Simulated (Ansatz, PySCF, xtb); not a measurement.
Gas-phase reaction in SMILES: CCN [ethanamine] + 2 [H][H] (H2) -> 2 C (CH4) + N (NH3)
Structures are relaxed separately at B3LYP-D3(BJ)/def2-TZVP in Ansatz (a first-principles code), one conformer each, not searched for the lowest.
Geometry of the first species:
```xyz
10

C      1.2101    -0.3675    -0.0020
C      0.0059     0.5734    -0.0002
N     -1.3057    -0.0740     0.0024
H      2.1508     0.1897    -0.0039
H      1.2028    -1.0109     0.8816
H      1.1996    -1.0116    -0.8851
H      0.0502     1.2284    -0.8744
H      0.0533     1.2290     0.8732
H     -1.4054    -0.6706     0.8165
H     -1.4083    -0.6712    -0.8110
```

Property: energy of full hydrogenation (enthalpy at 298 K, with B3LYP-D3(BJ) rigid-rotor harmonic-oscillator terms from PySCF), in kJ/mol. Valence correlation only, unless marked. Spin-orbit coupling is left out. Non-relativistic unless marked X2C. CBS marks a two-point X^-3 extrapolation of the correlation energy; Hartree-Fock from the larger set. The bracket is a focal-point correction in the basis named.

```csv
level,program,energy of full hydrogenation (kJ/mol)
GFN2-xTB,xtb,-124.1
BLYP-D4/def2-TZVPD,Ansatz + dftd4,-138.3
B3LYP-D4/def2-TZVPD,Ansatz + dftd4,-144.6
BHLYP-D4/def2-TZVPD,Ansatz + dftd4,-151.7
r2SCAN0-D4/def2-TZVPD,Ansatz + dftd4,-146.0
CAM-B3LYP-D3(BJ)/def2-TZVPD,Ansatz + dftd3,-147.4
CAM-B3LYP-D4/def2-TZVPD,Ansatz + dftd4,-146.7
CAM-B3LYP/def2-TZVPD,Ansatz,-152.1
LC-wPBE-D4/def2-TZVPD,Ansatz + dftd4,-141.1
wB97X-V/def2-TZVPD,Ansatz,-140.0
B2GP-PLYP-D3(BJ)/def2-TZVPD,Ansatz + dftd3,-143.7
RI-MP2/cc-pVTZ,Ansatz,-142.0
CCSD(T)/6-31G*,Ansatz,-115.0
X2C-CCSD(T)/cc-pVTZ-DK,Ansatz,-144.3
"RI-MP2/CBS(aug-cc-pVTZ,aug-cc-pVQZ)+[CCSD(T)-MP2]/aug-cc-pVTZ",Ansatz,-144.1
```
